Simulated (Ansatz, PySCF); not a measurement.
Gas-phase reaction in SMILES: OBO [boronic acid] + 2 [H][H] (H2) -> B (BH3) + 2 O (H2O)
Structures are relaxed separately at B3LYP-D3(BJ)/def2-TZVP in Ansatz (an electronic-structure program), one conformer each, not searched for the lowest. Frequencies are from Ansatz or PySCF.
Geometry of the first species:
```
B
O 1 1.3567
H 2 0.9653 1 112.89
O 1 1.3670 2 119.37 3 0.00
H 4 0.9609 1 113.80 2 180.00
H 1 1.1934 2 118.36 3 180.00
```

Wanted: energy of full hydrogenation (enthalpy at 298 K, with B3LYP-D3(BJ) rigid-rotor harmonic-oscillator terms), in kcal/mol. Cores are frozen in the correlated levels unless marked. Spin-orbit coupling is left out. No relativistic terms. Basis-set limits of correlation are two-point, X^-3; Hartree-Fock from the larger set.

```tsv
level	program	energy of full hydrogenation (kcal/mol)
HF/aug-cc-pVDZ	Ansatz	50.4
```

Task: Estimate the value at CCSD(T)/CBS(cc-pVTZ,cc-pVQZ) as computed with Ansatz.

Result: 63.8 kcal/mol
